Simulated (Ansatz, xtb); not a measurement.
**Ranking isomers of C3H8BNO3**

4 gas-phase structures of C3H8BNO3, from a drawn sample of its isomers (lower ones may exist). Each was relaxed with GFN2-xTB; where two conformers were screened, the lower at r2SCAN-D4/def2-SVP is listed:

A. `COB(NC=O)OC`, a singlet
B. `CC(=O)NCB(O)O`, a singlet
C. `CO[C@@H]1COB(N)O1`, a singlet
D. `CN(C=O)CB(O)O`, a singlet

**Question.** Make a reasoned guess at their ranking by r2SCAN-D4/def2-SVP single-point energy.

**Answer.** Calculated order at r2SCAN-D4/def2-SVP: B (0.000), D (0.418), C (0.566), A (0.572) eV. Less than 1 kcal/mol parts C and A, so the order within that pair means little.

Energies above the lowest of each column, in eV; the last columns are at PBE0-D3(BJ)/def2-SVP geometries (a dash: not run or not comparable):

```tsv
structure	GFN2-xTB	HF/STO-3G	r2SCAN-D4/def2-SVP	PBE0-D3(BJ)/def2-SVP	CCSD(T)/def2-SVP + ΔMP2/def2-TZVPP
B	0.201	2.120	0.000	0.000	0.000
D	0.290	2.496	0.418	0.446	0.425
C	0.000	0.000	0.566	0.559	0.471
A	0.292	1.520	0.572	0.639	–
```

CCSD(T)/def2-SVP + ΔMP2/def2-TZVPP puts B lowest of those it was run on; GFN2-xTB picks C, HF/STO-3G picks C. Flexible structures stand in one conformer each, not always the lowest. Frequencies (GFN2-xTB) were run for B, C, D alone. ΔMP2 is the change of the MP2 energy from the smaller to the larger basis.

Over these structures GFN2-xTB departs from r2SCAN-D4/def2-SVP by 0.230 eV on average once a common shift is removed. A GFN2-xTB relaxation took about 0.21 s and the r2SCAN-D4/def2-SVP energy about 2 s on a shared host (Ansatz 0.2.0, xtb 6.7.1).
